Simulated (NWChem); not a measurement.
Molecule: InF3; SMILES [F][In]([F])[F]

No frequency run checked for a minimum. def2 effective core potentials on In; no spin-orbit coupling.

Problem. Give the equilibrium geometry at PBE0/def2-SVP with def2 effective core potentials on In (NWChem) as a list of bonds and angles, with the point group.

Solution. point group D3h; any orientation.
Bonded distances (Å): In1–F2 1.935, In1–F3 1.935, In1–F4 1.935. Bond angles (°): F2–In1–F3 120.0, F2–In1–F4 120.0, F3–In1–F4 120.0.
